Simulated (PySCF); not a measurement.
**Spinor energies of Ni⁺ (nickel, charge +1)**

Start: [Ar] 3d9; 3d3/2 filled at m_j = -3/2, -1/2, +1/2, +3/2; 3d5/2 filled at m_j = -3/2, -1/2, +1/2, +3/2, +5/2. Calculated with PySCF 2.14 in x2c-TZVPPall-2c (6s7p4d2f1g, 70 functions): generalised Hartree-Fock with the X2C-1e Hamiltonian and a Gaussian nucleus; one run each with spin-orbit coupling (SO) switched off, then screened by Boettger's factors.

```
spinor shell  electrons  ε, spin-free (eV)  ε, screened SO (eV)  weight of nominal j (screened SO)  rms radius, screened SO (bohr)
       1s1/2          2            -8405.4              -8405.2                              1.000                          0.0624
       2s1/2          2            -1052.9              -1052.9                              1.000                           0.265
       2p1/2          2            -902.23              -914.49                              0.999                           0.236
       2p3/2          4            -902.23              -896.23                              1.000                           0.239
       3s1/2          2            -138.42              -138.41                              1.000                           0.800
       3p1/2          2            -92.683              -95.317                              0.943                           0.850
       3p3/2          4            -92.683              -91.378                              0.971                           0.861
       3d3/2          4            -20.817              -21.399                              0.799                            1.19
       3d5/2          5            -20.817              -20.356                              0.839                            1.22
```

| quantity | spin-free | screened SO |
| --- | --- | --- |
| E (hartree) | -1518.76681 | -1518.80213 |
| M_J | 5/2 | 5/2 |
| ⟨J²⟩ | 8.761 | 8.762 |
| ⟨L²⟩ | 6.009 | 6.010 |
| ⟨S²⟩ | 0.753 | 0.754 |

Each row is a mean over spinors that exchange with the open shell spreads, by up to 6.786 eV (3p3/2).

Rows whose weight is well below 1 are mixtures of j = l ± 1/2: exchange outweighs spin-orbit coupling there, and the label is only the starting occupation.

Without spin-orbit coupling the j labels of p, d and f shells carry no meaning; the spin-free column gives the mean over the occupied spinors of each nl shell.
